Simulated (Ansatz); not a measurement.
Basis sets compared for Ta(NH)(OSiH3)3 (TaSi3NO3H10). The state is a singlet with charge 0. Geometry PBE-D4/def2-SVP. Ansatz on 2 threads of AMD EPYC 7R13 on a shared host and a share (18 GiB) of an NVIDIA H100 80GB HBM3; times are rough, and most runs start from earlier orbitals.

```xyz
18

Ta   -0.034    0.024   -0.095
N    -0.582    0.539   -1.715
H    -0.895    0.832   -2.640
O    -1.118    0.920    1.225
Si   -2.323    1.970    1.757
H    -3.122    2.481    0.587
H    -1.685    3.128    2.473
H    -3.229    1.233    2.705
O     1.819    0.516    0.105
Si    3.289    1.181   -0.383
H     3.167    1.751   -1.770
H     4.339    0.107   -0.369
H     3.674    2.271    0.579
O    -0.245   -1.887    0.039
Si   -0.671   -3.423   -0.508
H    -1.180   -3.349   -1.921
H    -1.743   -3.981    0.387
H     0.539   -4.313   -0.454
```

In the def2 sets Ta takes a core potential; there is no spin–orbit coupling.

Binding counts from free atoms (Ta quartet, N quartet, H doublet, O triplet, Si triplet) in the same basis, without a counterpoise term.

```csv
level,functions,energy (Eh),HOMO (eV),LUMO (eV),binding per atom (eV),wall time
PBE-D4/def2-SVP,192,-1211.0277,-6.21,-1.14,3.94,4.5 s
PBE-D4/def2-TZVP,335,-1211.6953,-6.27,-1.31,3.95,12 s
revPBE-D4/def2-TZVP,335,-1212.2379,-6.20,-1.17,3.86,8 s
PBE0-D4/def2-SVP,192,-1211.0649,-7.58,-0.28,3.83,8.5 s
PBE0-D4/def2-TZVP (with forces),335,-1211.7314,-7.59,-0.51,3.86,10 s
```

(1) Estimate the rows for PBE-D4/def2-TZVPD, revPBE-D4/def2-TZVPD, PBE0-D4/def2-TZVPD.

## Answers

(1) 
```json
{"level": "PBE-D4/def2-TZVPD", "functions": "419", "energy (Eh)": "-1211.6988", "HOMO (eV)": "-6.32", "LUMO (eV)": "-1.44", "binding per atom (eV)": "3.95", "wall time": "4.6 s"}
{"level": "revPBE-D4/def2-TZVPD", "functions": "419", "energy (Eh)": "-1212.2415", "HOMO (eV)": "-6.25", "LUMO (eV)": "-1.33", "binding per atom (eV)": "3.86", "wall time": "3.9 s"}
{"level": "PBE0-D4/def2-TZVPD", "functions": "419", "energy (Eh)": "-1211.7342", "HOMO (eV)": "-7.63", "LUMO (eV)": "-0.68", "binding per atom (eV)": "3.86", "wall time": "6.5 s"}
```
